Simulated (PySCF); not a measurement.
# Radial density of Cl³⁺ (chlorine, charge +3)

UHF, [Ne] 3s2 3p2, high-spin 3P determinant. All numbers are calculated (PySCF 2.14, no relativity, point nucleus, in aug-cc-pV(T+d)Z with one added diffuse shell each of s, p, d, f type (7s6p5d3f, 71 functions)).

```
r (bohr)  4πr²ρ (e/bohr)  4πr²(ρα − ρβ)
 0.00190          0.1367         0.0000
 0.00319          0.3704         0.0000
 0.00537          0.9730         0.0001
 0.00903           2.432         0.0002
  0.0152           5.584         0.0007
  0.0255           11.13         0.0024
  0.0430           17.59         0.0101
  0.0723           19.24         0.0450
   0.122           14.20         0.1617
   0.204           15.09         0.3469
   0.344           19.11         0.2467
   0.579           8.594         0.0228
   0.973           3.236         1.1168
    1.64           2.533         1.2826
    2.75          0.2640         0.1652
    4.63        0.001184         0.0009
```
